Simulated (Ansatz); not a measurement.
`CO[SiH2]P` + `O[SiH2][SiH3]` → `O[SiH2][SiH2]P` + `CO[SiH3]`  (formal exchange of groups at a P–Si bond)

Isolated molecules relaxed with PBE0-D4/def2-TZVP in Ansatz; ΔE leaves out vibrations. CBS: MP2 limit from def2 TZ/QZ plus the TZ coupled-cluster correction, frozen cores. DFT in def2-TZVPP. Each species was taken in one conformer, which may not be the lowest.

```tsv
level	ΔE (kcal/mol)
PBE-D4	-0.1
B2PLYP	-0.6
```

(1) What does CCSD(T)/CBS give? (Best estimate.)

Largest T1 diagnostic among the species: 0.013.

## Answers

(1) Ansatz gave: -0.7 kcal/mol. The listed levels differ from it by 0.6, 0.1 kcal/mol.
